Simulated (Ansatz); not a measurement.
Ansatz (a quantum-chemistry and plane-wave program) input (B3LYP-D3(BJ)/def2-TZVP):

Ansatz 0.2 input:
```yaml
crystal:
  periodic: [false, false, false]
  atoms:
    - {symbol: C, position_ang: [2.46944121, -0.47982137, 0.01038506]}
    - {symbol: C, position_ang: [1.10873745, -0.04610085, 0.35168195]}
    - {symbol: N, position_ang: [0.17463755, -0.18065405, -0.74439601]}
    - {symbol: C, position_ang: [-1.08108709, 0.52349579, -0.56457743]}
    - {symbol: C, position_ang: [-1.95754808, -0.16111655, 0.48011416]}
    - {symbol: H, position_ang: [2.74254141, -0.69071708, -1.00358667]}
    - {symbol: H, position_ang: [3.20341230, -0.58603330, 0.78326333]}
    - {symbol: H, position_ang: [1.13908563, 1.00742785, 0.72498778]}
    - {symbol: H, position_ang: [0.73089366, -0.63821066, 1.19956276]}
    - {symbol: H, position_ang: [0.61945295, 0.11773230, -1.60597766]}
    - {symbol: H, position_ang: [-0.92936459, 1.58048173, -0.27472444]}
    - {symbol: H, position_ang: [-1.60120817, 0.51042774, -1.52583174]}
    - {symbol: H, position_ang: [-1.53723101, -0.05309539, 1.47651491]}
    - {symbol: H, position_ang: [-2.04021742, -1.21954329, 0.24919329]}
    - {symbol: H, position_ang: [-2.95074808, 0.28082237, 0.47733995]}
basis:
  gaussian:
    orbitals: def2-TZVP
hamiltonian:
  xc: b3lyp
  dispersion: d3bj
magnetization: {spin_polarized: true, initial_magnetization: 1}
relax: {f_tol: 0.002, max_steps: 150}
```

Output:

```
Functional definition: B3LYP
integrals: 0.13 GiB planned
1315 factors; their error is unknown
0.31 GiB of the device are held for the grids
1.18 GiB of device memory are held for the factors and their scratch space
mean field: 1.28 GiB planned
mean field evaluation 1: about -5788.0863 eV, gradient 5.4e1 eV
mean field evaluation 2: about -5775.1781 eV, gradient 7.4e1 eV
mean field evaluation 4: about -5801.6206 eV, gradient 4.9e0 eV
mean field evaluation 8: about -5801.7171 eV, gradient 7.9e-2 eV
mean field evaluation 16: about -5801.6847 eV, gradient 4.7e-4 eV
mean field -5801.68468441 eV, -213.2079796290 hartree, gradient 2.9e-5 eV, S^2 0.754012; 0 other end points of the search recorded, 0 dependent functions left out
the calculation of the forces begins
reference -5801.68498637 eV, -213.2079907257 hartree; 21, 20 occupied and 194, 195 virtual orbitals, 1315 factors
relax step   1: F+E_penalty+E_count = -5802.15701727 eV  Δ(F+E_penalty+E_count) = +0.000e0 eV  max|allowed force component| = 4.625e-1 eV/Å  Δτ_max = 0.0000 Å  (32 SCF iters, accepted)
these checks for a lower state are left out or cut short: starts, cluster_reference, orbital_swaps, neighbouring_geometries, increment
integrals: 0.13 GiB planned
1315 factors; their error is unknown
0.31 GiB of the device are held for the grids
1.18 GiB of device memory are held for the factors and their scratch space
mean field: 1.27 GiB planned
mean field -5801.70372377 eV, -213.2086793124 hartree, gradient 1.2e-5 eV, S^2 0.754056; 0 other end points of the search recorded, 0 dependent functions left out
the calculation of the forces begins
reference -5801.70402800 eV, -213.2086904929 hartree; 21, 20 occupied and 194, 195 virtual orbitals, 1315 factors
relax step   2: F+E_penalty+E_count = -5802.17365672 eV  Δ(F+E_penalty+E_count) = -1.664e-2 eV  max|allowed force component| = 1.635e-1 eV/Å  Δτ_max = 0.0404 Å  (34 SCF iters, accepted)
these checks for a lower state are left out or cut short: starts, cluster_reference, orbital_swaps, neighbouring_geometries, increment
integrals: 0.13 GiB planned
1315 factors; their error is unknown
0.31 GiB of the device are held for the grids
1.18 GiB of device memory are held for the factors and their scratch space
mean field: 1.27 GiB planned
mean field evaluation 32: about -5801.7106 eV, gradient 2.4e-5 eV
mean field -5801.71055239 eV, -213.2089302596 hartree, gradient 2.4e-5 eV, S^2 0.754086; 0 other end points of the search recorded, 0 dependent functions left out
the calculation of the forces begins
reference -5801.71085866 eV, -213.2089415148 hartree; 21, 20 occupied and 194, 195 virtual orbitals, 1315 factors
relax step   3: F+E_penalty+E_count = -5802.17956779 eV  Δ(F+E_penalty+E_count) = -5.911e-3 eV  max|allowed force component| = 1.466e-1 eV/Å  Δτ_max = 0.0784 Å  (32 SCF iters, accepted)
these checks for a lower state are left out or cut short: starts, cluster_reference, orbital_swaps, neighbouring_geometries, increment
integrals: 0.13 GiB planned
1315 factors; their error is unknown
0.31 GiB of the device are held for the grids
1.18 GiB of device memory are held for the factors and their scratch space
mean field: 1.27 GiB planned
mean field -5801.71539391 eV, -213.2091081821 hartree, gradient 2.3e-5 eV, S^2 0.754102; 0 other end points of the search recorded, 0 dependent functions left out
the calculation of the forces begins
reference -5801.71570119 eV, -213.2091194746 hartree; 21, 20 occupied and 194, 195 virtual orbitals, 1315 factors
relax step   4: F+E_penalty+E_count = -5802.18378830 eV  Δ(F+E_penalty+E_count) = -4.221e-3 eV  max|allowed force component| = 3.395e-1 eV/Å  Δτ_max = 0.1146 Å  (31 SCF iters, accepted)
these checks for a lower state are left out or cut short: starts, cluster_reference, orbital_swaps, neighbouring_geometries, increment
integrals: 0.13 GiB planned
1315 factors; their error is unknown
[...]
mean field: 1.27 GiB planned
mean field evaluation 64: about -5801.7347 eV, gradient 1.3e-5 eV
mean field -5801.73471854 eV, -213.2098183494 hartree, gradient 1.3e-5 eV, S^2 0.753893; 0 other end points of the search recorded, 0 dependent functions left out
the calculation of the forces begins
reference -5801.73502144 eV, -213.2098294806 hartree; 21, 20 occupied and 194, 195 virtual orbitals, 1315 factors
relax step   7: F+E_penalty+E_count = -5802.20532572 eV  Δ(F+E_penalty+E_count) = +9.715e-4 eV  max|allowed force component| = 1.715e-1 eV/Å  Δτ_max = 0.2000 Å  (35 SCF iters, rejected (line search))
these checks for a lower state are left out or cut short: starts, cluster_reference, orbital_swaps, neighbouring_geometries, increment
integrals: 0.13 GiB planned
1315 factors; their error is unknown
0.31 GiB of the device are held for the grids
1.18 GiB of device memory are held for the factors and their scratch space
mean field: 1.27 GiB planned
mean field -5801.74169914 eV, -213.2100748816 hartree, gradient 8.1e-6 eV, S^2 0.753948; 0 other end points of the search recorded, 0 dependent functions left out
the calculation of the forces begins
reference -5801.74200369 eV, -213.2100860737 hartree; 21, 20 occupied and 194, 195 virtual orbitals, 1315 factors
relax step   8: F+E_penalty+E_count = -5802.21016719 eV  Δ(F+E_penalty+E_count) = -3.870e-3 eV  max|allowed force component| = 3.062e-2 eV/Å  Δτ_max = 0.1000 Å  (33 SCF iters, accepted)
these checks for a lower state are left out or cut short: starts, cluster_reference, orbital_swaps, neighbouring_geometries, increment
integrals: 0.13 GiB planned
1315 factors; their error is unknown
0.31 GiB of the device are held for the grids
1.18 GiB of device memory are held for the factors and their scratch space
mean field: 1.27 GiB planned
mean field -5801.74242139 eV, -213.2101014239 hartree, gradient 2.7e-5 eV, S^2 0.753895; 0 other end points of the search recorded, 0 dependent functions left out
the calculation of the forces begins
reference -5801.74272445 eV, -213.2101125610 hartree; 21, 20 occupied and 194, 195 virtual orbitals, 1315 factors
relax step   9: F+E_penalty+E_count = -5802.21105733 eV  Δ(F+E_penalty+E_count) = -8.901e-4 eV  max|allowed force component| = 5.379e-2 eV/Å  Δτ_max = 0.1000 Å  (32 SCF iters, accepted)
these checks for a lower state are left out or cut short: starts, cluster_reference, orbital_swaps, neighbouring_geometries, increment
integrals: 0.13 GiB planned
1315 factors; their error is unknown
0.31 GiB of the device are held for the grids
1.18 GiB of device memory are held for the factors and their scratch space
mean field: 1.27 GiB planned
mean field -5801.74398758 eV, -213.2101589804 hartree, gradient 1.1e-5 eV, S^2 0.753933; 0 other end points of the search recorded, 0 dependent functions left out
the calculation of the forces begins
reference -5801.74429082 eV, -213.2101701241 hartree; 21, 20 occupied and 194, 195 virtual orbitals, 1315 factors
relax step  10: F+E_penalty+E_count = -5802.21201560 eV  Δ(F+E_penalty+E_count) = -9.583e-4 eV  max|allowed force component| = 3.110e-2 eV/Å  Δτ_max = 0.0365 Å  (32 SCF iters, accepted)
these checks for a lower state are left out or cut short: starts, cluster_reference, orbital_swaps, neighbouring_geometries, increment
integrals: 0.13 GiB planned
1315 factors; their error is unknown
0.31 GiB of the device are held for the grids
1.18 GiB of device memory are held for the factors and their scratch space
mean field: 1.27 GiB planned
mean field -5801.74476058 eV, -213.2101873876 hartree, gradient 1.3e-5 eV, S^2 0.753930; 0 other end points of the search recorded, 0 dependent functions left out
the calculation of the forces begins
reference -5801.74506360 eV, -213.2101985233 hartree; 21, 20 occupied and 194, 195 virtual orbitals, 1315 factors
relax step  11: F+E_penalty+E_count = -5802.21235589 eV  Δ(F+E_penalty+E_count) = -3.403e-4 eV  max|allowed force component| = 2.759e-2 eV/Å  Δτ_max = 0.0424 Å  (32 SCF iters, accepted)
these checks for a lower state are left out or cut short: starts, cluster_reference, orbital_swaps, neighbouring_geometries, increment
integrals: 0.13 GiB planned
1315 factors; their error is unknown
0.31 GiB of the device are held for the grids
1.18 GiB of device memory are held for the factors and their scratch space
mean field: 1.27 GiB planned
mean field evaluation 96: about -5801.7443 eV, gradient 4.5e-1 eV
mean field -5801.74490908 eV, -213.2101928449 hartree, gradient 1.1e-5 eV, S^2 0.753929; 0 other end points of the search recorded, 0 dependent functions left out
the calculation of the forces begins
reference -5801.74521211 eV, -213.2102039811 hartree; 21, 20 occupied and 194, 195 virtual orbitals, 1315 factors
relax step  12: F+E_penalty+E_count = -5802.21248352 eV  Δ(F+E_penalty+E_count) = -1.276e-4 eV  max|allowed force component| = 3.326e-2 eV/Å  Δτ_max = 0.0183 Å  (34 SCF iters, accepted)
these checks for a lower state are left out or cut short: starts, cluster_reference, orbital_swaps, neighbouring_geometries, increment
integrals: 0.13 GiB planned
1315 factors; their error is unknown
0.31 GiB of the device are held for the grids
1.18 GiB of device memory are held for the factors and their scratch space
mean field: 1.27 GiB planned
mean field -5801.74507787 eV, -213.2101990476 hartree, gradient 2.5e-5 eV, S^2 0.753928; 0 other end points of the search recorded, 0 dependent functions left out
the calculation of the forces begins
reference -5801.74538104 eV, -213.2102101890 hartree; 21, 20 occupied and 194, 195 virtual orbitals, 1315 factors
relax step  13: F+E_penalty+E_count = -5802.21255611 eV  Δ(F+E_penalty+E_count) = -7.259e-5 eV  max|allowed force component| = 6.444e-3 eV/Å  Δτ_max = 0.0099 Å  (32 SCF iters, accepted)
these checks for a lower state are left out or cut short: starts, cluster_reference, orbital_swaps, neighbouring_geometries, increment
integrals: 0.13 GiB planned
1315 factors; their error is unknown
0.31 GiB of the device are held for the grids
1.18 GiB of device memory are held for the factors and their scratch space
mean field: 1.27 GiB planned
mean field -5801.74514759 eV, -213.2102016097 hartree, gradient 2.4e-5 eV, S^2 0.753928; 0 other end points of the search recorded, 0 dependent functions left out
the calculation of the forces begins
reference -5801.74545077 eV, -213.2102127514 hartree; 21, 20 occupied and 194, 195 virtual orbitals, 1315 factors
relax step  14: F+E_penalty+E_count = -5802.21256812 eV  Δ(F+E_penalty+E_count) = -1.201e-5 eV  max|allowed force component| = 3.523e-3 eV/Å  Δτ_max = 0.0046 Å  (34 SCF iters, accepted)
these checks for a lower state are left out or cut short: starts, cluster_reference, orbital_swaps, neighbouring_geometries, increment
integrals: 0.13 GiB planned
1315 factors; their error is unknown
0.31 GiB of the device are held for the grids
1.18 GiB of device memory are held for the factors and their scratch space
mean field: 1.27 GiB planned
mean field -5801.74517308 eV, -213.2102025464 hartree, gradient 2.4e-5 eV, S^2 0.753928; 0 other end points of the search recorded, 0 dependent functions left out
the calculation of the forces begins
reference -5801.74547626 eV, -213.2102136881 hartree; 21, 20 occupied and 194, 195 virtual orbitals, 1315 factors
relax step  15: F+E_penalty+E_count = -5802.21257049 eV  Δ(F+E_penalty+E_count) = -2.373e-6 eV  max|allowed force component| = 7.057e-4 eV/Å  Δτ_max = 0.0032 Å  (34 SCF iters, accepted)
integrals: 0.13 GiB planned
1315 factors; their error is unknown
0.31 GiB of the device are held for the grids
1.18 GiB of device memory are held for the factors and their scratch space
mean field: 1.27 GiB planned
mean field evaluation 128: about -5801.7452 eV, gradient 2.4e-5 eV
mean field -5801.74517308 eV, -213.2102025464 hartree, gradient 2.4e-5 eV, S^2 0.753928; 1 other end points of the search recorded, 0 dependent functions left out
the calculation of the forces begins
reference -5801.74547626 eV, -213.2102136881 hartree; 21, 20 occupied and 194, 195 virtual orbitals, 1315 factors
Total energy: -5802.21287367 eV, -213.2273902263 hartree
Atom 0 at     2.463682    -0.537862     0.014637 Å, force    -0.000293     0.000030     0.000285 eV/Å
Atom 1 at     1.152219     0.065788     0.342812 Å, force    -0.000472    -0.000706    -0.000697 eV/Å
Atom 2 at     0.205212    -0.070974    -0.757679 Å, force    -0.000093     0.000589     0.000488 eV/Å
Atom 3 at    -1.092132     0.557295    -0.524858 Å, force     0.000340    -0.000065     0.000434 eV/Å
Atom 4 at    -1.969937    -0.253365     0.420847 Å, force    -0.000155     0.000002    -0.000337 eV/Å
Atom 5 at     2.509530    -1.390137    -0.649382 Å, force     0.000184    -0.000076    -0.000217 eV/Å
Atom 6 at     3.354521    -0.243448     0.550897 Å, force     0.000214     0.000154     0.000090 eV/Å
Atom 7 at     1.288571     1.117839     0.655766 Å, force     0.000117     0.000295     0.000037 eV/Å
Atom 8 at     0.722588    -0.439747     1.221513 Å, force     0.000081     0.000045     0.000063 eV/Å
Atom 9 at     0.624801     0.312966    -1.595437 Å, force     0.000292    -0.000212    -0.000098 eV/Å
Atom 10 at    -0.988166     1.584050    -0.133783 Å, force     0.000033    -0.000074    -0.000023 eV/Å
Atom 11 at    -1.591652     0.637738    -1.492733 Å, force    -0.000194    -0.000033    -0.000054 eV/Å
Atom 12 at    -1.537639    -0.316416     1.420752 Å, force     0.000299     0.000012    -0.000146 eV/Å
Atom 13 at    -2.097052    -1.268573     0.042262 Å, force    -0.000098     0.000116     0.000175 eV/Å
Atom 14 at    -2.953747     0.209942     0.518335 Å, force    -0.000256    -0.000076     0.000001 eV/Å
Dipole moment:    -0.013310     0.185121     0.013189 e Å
```

It need not be the lowest isomer of its formula.
